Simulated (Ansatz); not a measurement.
Reactions of C4H7FO, SMILES `CC(=CF)CO`.

Gas-phase electronic energies from Ansatz, PBE0-D4/def2-TZVP geometries. CBS: MP2 limit from def2 TZ/QZ plus the TZ coupled-cluster correction, frozen cores. This one scheme is used for every species, atoms too. Double bonds are as drawn, so ΔE can hold a change between cis and trans. DFT in def2-TZVPP. B3LYP here is the variant with VWN-RPA as its local correlation; programs differ in this. Open shells (•) are unrestricted, without spin–orbit coupling. Spin–orbit coupling would lower the free atoms: a little for C, F, O. def2 core potentials past Kr. For In outer-core shells are correlated without core-valence functions, so the limit isn't a true one: a few kJ/mol of doubt a bond, and 10 to 20 or more in all where bonds break to atoms. One conformer a species, not always the lowest.

```tsv
reaction	CCSD(T)/CBS(def2) (kJ/mol)
`C/C(=C/F)CO` → 4 C• + F• + 7 H• + O•	?
`C/C(=C/F)CO` + H₂ → `CC(C)=CF` + H₂O	-113
`C/C(=C/F)CO` + `BN` → `BN/C(C)=C\F` + CH₃OH	20
`C/C(=C/F)CO` → `C/C=C(\F)OC`	18
`C/C(=C/F)CO` → `CO/C(C)=C\F`	?
`C/C(=C/F)CO` → `C=C(F)C(C)O`	-13
`C/C(=C/F)CO` → `C=CCOCF`	25
`C/C(=C/F)CO` + BH₃ → `BC/C(C)=C\F` + H₂O	-102
`C/C(=C/F)CO` + H₂ → `C=C(C)CO` + H–F	?
`C/C(=C/F)CO` + `[F][InH][F]` → `O[CH2][In]([F])[F]` + `C/C=C\F`	5
```

(1) Fill in the missing values. (Estimate.)

Largest T1 diagnostic: 0.017, for `[F][InH][F]`.

## Answers

(1) Computed: `C/C(=C/F)CO` → 4 C• + F• + 7 H• + O•: +5284.4 kJ/mol; `C/C(=C/F)CO` → `CO/C(C)=C\F`: +40.8 kJ/mol; `C/C(=C/F)CO` + H₂ → `C=C(C)CO` + H–F: -102.8 kJ/mol.
